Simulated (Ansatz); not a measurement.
Reaction (formal exchange of groups at a C–Al bond): `C[CH2][Al]([SH])[O]C` + `C=C(C)CCC` → `C=C(C)C(CC)CC` + `C[O][AlH][SH]`

Calculated with Ansatz (gas phase, PBE0-D4/def2-TZVP geometries, no zero-point term in ΔE). CBS: MP2 limit from def2 TZ/QZ plus the TZ coupled-cluster correction, frozen cores. DFT in def2-TZVPP. B3LYP here is the variant with VWN-RPA as its local correlation; programs differ in this. Each species was taken in one conformer, which may not be the lowest.

`C[CH2][Al]([SH])[O]C`:

Cartesian coordinates in Å:
```
C 0.742 0.367 2.640
C -0.233 0.763 1.531
Al 0.067 -0.121 -0.175
S 1.709 -1.560 -0.385
O -0.926 0.210 -1.494
C -1.051 -0.180 -2.825
H 0.700 -0.704 2.854
H 0.530 0.892 3.576
H 1.777 0.595 2.370
H -1.266 0.559 1.837
H -0.200 1.845 1.359
H 1.433 -1.813 -1.677
H -2.035 -0.628 -2.998
H -0.292 -0.914 -3.126
H -0.955 0.688 -3.486
```

`C=C(C)CCC`:

```xyz
18

C     0.521    0.469   -2.303
C    -0.250    0.300   -1.234
C    -1.534    1.050   -1.062
C     0.125   -0.654   -0.138
C     0.405    0.017    1.205
C     0.826   -0.980    2.270
H     0.251    1.159   -3.095
H     1.448   -0.082   -2.423
H    -1.753    1.671   -1.931
H    -2.370    0.359   -0.911
H    -1.501    1.699   -0.181
H     1.007   -1.225   -0.443
H    -0.687   -1.381   -0.001
H    -0.485    0.556    1.543
H     1.188    0.771    1.068
H     1.026   -0.488    3.224
H     1.734   -1.513    1.974
H     0.047   -1.729    2.438
```

`C=C(C)C(CC)CC`:

Cartesian coordinates in Å:
```
C -1.055 0.262 1.894
C -0.181 -0.184 0.996
C 0.858 -1.199 1.360
C -0.200 0.316 -0.427
C -0.484 -0.806 -1.430
C -1.795 -1.532 -1.188
C 1.093 1.047 -0.801
C 1.408 2.236 0.088
H -1.808 0.997 1.631
H -1.047 -0.092 2.920
H 0.757 -2.106 0.756
H 1.868 -0.817 1.184
H 0.780 -1.481 2.410
H -1.022 1.040 -0.499
H -0.486 -0.367 -2.433
H 0.347 -1.521 -1.420
H -1.970 -2.295 -1.949
H -2.638 -0.836 -1.212
H -1.808 -2.020 -0.211
H 1.928 0.337 -0.787
H 1.002 1.378 -1.841
H 2.316 2.745 -0.241
H 1.548 1.933 1.128
H 0.592 2.964 0.071
```

`C[O][AlH][SH]`:

```xyz
9

C     1.192   -0.714    0.364
O    -0.145   -0.563    0.729
Al   -1.489    0.313    0.232
S    -1.364    1.692   -1.459
H     1.465   -0.108   -0.510
H     1.845   -0.420    1.193
H     1.400   -1.762    0.124
H    -2.842    0.127    1.004
H    -0.062    1.436   -1.678
```

**Question.** Is it downhill or uphill in electronic energy at CCSD(T)/CBS, and by how much? (Best estimate.)

**Answer.** Ansatz gave: Uphill: ΔE = +23.7 kJ/mol.

**Question.** What do these levels give: PBE0-D4, B3LYP-D4, PBE0, HF/def2-TZVPP, CCSD/def2-TZVPP, HF/CBS(def2)? (Best estimate.)

**Answer.** The calculation gave: PBE0-D4 28.6, B3LYP-D4 29.2, PBE0 35.9, HF/def2-TZVPP 34.9, CCSD/def2-TZVPP 23.8, HF/CBS(def2) 34.9 kJ/mol.

Largest T1 diagnostic among the species: 0.012.

From PBE to PBE0 (25 % exact exchange), in def2-TZVPP and without D4, ΔE moves by −3.0 kJ/mol. In def2-TZVPP, CCSD(T) changes the Hartree–Fock value by −13.3 kJ/mol (the triples alone add −2.2 kJ/mol) and MP2 by −16.1 kJ/mol.
